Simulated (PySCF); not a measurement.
Constitutional and geometric isomers with formula C4H4. All species are isolated molecules in the gas phase. Strings in code marks are SMILES.

Computed with B3LYP-D3(BJ)/def2-TZVP in PySCF 2.14.0. B3LYP has the VWN-RPA correlation part, as in Gaussian. 

| species | HOMO (eV) | HOMO–LUMO gap (eV) | dipole moment (D) |
|---|---|---|---|
| `C#CC=C` | -6.98 | 5.78 | … |
| `C=C=C=C` | -6.88 | 5.07 | 0.00 |
| `C1C=CC=1` | -5.40 | 3.60 | 0.00 |
| `C1=CC1=C` | … | … | 2.13 |

Task: What belongs in the gaps?

Result: 
- `C#CC=C`, dipole moment (D): 0.42
- `C1=CC1=C`, HOMO (eV): -5.79
- `C1=CC1=C`, HOMO–LUMO gap (eV): 4.98
